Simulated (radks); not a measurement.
The numbers below are computed, except where a source is named.
Question: Successive ionisation energies (eV) of one element, from differences of total energies of ions in their ground configurations, starting at charge 44: 3507.8, 3597.8, 3876.3, 3975.1, 9173.7, 9420.4, 9663.3, 9993.6, 10249.9, 10501.7, 11232.9, 11481.3, 46966, 48021. Code: a radial shooting solver on a logarithmic mesh with Libxc functionals. Model: scalar-relativistic Kohn-Sham, BLYP, spin-polarised, spherical densities, finite nucleus; open shells are filled with parallel spins first (spin-orbit coupling, left out, can overturn this in heavy ions); Fermi nuclear charge, rms radius 4.8771 fm. Which element is it?

Answer: Cerium (Z = 58). The first species listed is Ce44+ in [Ne] 3s2 3p2, the last Ce57+ in 1s1.
